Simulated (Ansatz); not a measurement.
C2H10BN3, SMILES `CN(C)B(N)N`. Total charge 0; spin multiplicity 1. All single points use the PBE0-D4/def2-TZVP geometry. It is one conformer, not always the lowest.

```xyz
16

C     1.163    0.215   -1.299
N     0.303    0.357   -0.158
C     0.414    1.638    0.482
B    -0.575   -0.675    0.298
N    -1.593   -0.386    1.259
N    -0.445   -2.008   -0.203
H     1.050    1.066   -1.984
H     0.913   -0.685   -1.862
H     2.226    0.166   -1.018
H    -0.107    1.639    1.439
H     1.465    1.884    0.686
H     0.007    2.452   -0.137
H    -1.961    0.536    1.397
H    -2.191   -1.104    1.624
H     0.409   -2.359   -0.594
H    -1.078   -2.737    0.070
```

Problem. What is the dipole moment at ωB97M-V/def2-TZVPP? (Best estimate.)

Solution. Ansatz gave: 0.54 D, with components (-0.33, -0.39, 0.17) D in this frame, pointing from negative to positive charge.

Problem. And with PBE, r2SCAN, B3LYP? (An estimate is asked.)

Solution. Ansatz gave: PBE 0.59 D, r2SCAN 0.57 D, B3LYP 0.55 D.

Problem. Give the Mulliken charges with ωB97M-V, PBE, B3LYP in def2-TZVPP. (An estimate is asked.)

Solution. Computed: 
```tsv
atom	ωB97M-V	PBE	B3LYP
C1	-0.25	-0.19	-0.18
N2	-0.17	-0.08	-0.16
C3	-0.25	-0.18	-0.18
B4	0.29	0.17	0.25
N5	-0.32	-0.36	-0.36
N6	-0.32	-0.36	-0.36
H7	0.11	0.07	0.08
H8	0.09	0.06	0.07
H9	0.11	0.08	0.08
H10	0.09	0.06	0.07
H11	0.11	0.07	0.08
H12	0.11	0.08	0.08
H13	0.11	0.15	0.14
H14	0.10	0.14	0.12
H15	0.11	0.15	0.14
H16	0.10	0.14	0.12
```

B3LYP here is the variant with VWN-RPA as its local correlation; programs differ in this.
